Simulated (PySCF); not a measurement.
## Correlation energy of Nb³⁺ (niobium, charge +3)

[Kr] 4d2, high-spin 3F determinant. All numbers are calculated (PySCF 2.14, scalar relativity by spin-free X2C-1e, in ANO-RCC-VTZP (7s6p4d2f1g, 68 functions)). Frozen: [Ar] 3d10; 10 electrons correlated.

| level | correlation energy (mhartree) |
| --- | --- |
| CCSD | -257.61 |
| (T) | -4.95 |
| CCSD(T) | -262.56 |

Diagnostics: T1 = 0.0039, D1 = 0.0094, largest double amplitude 0.025.

Is a single reference adequate?

Yes, within this model without spin-orbit coupling: T1 lies below 0.03 and no double amplitude reaches 0.07.
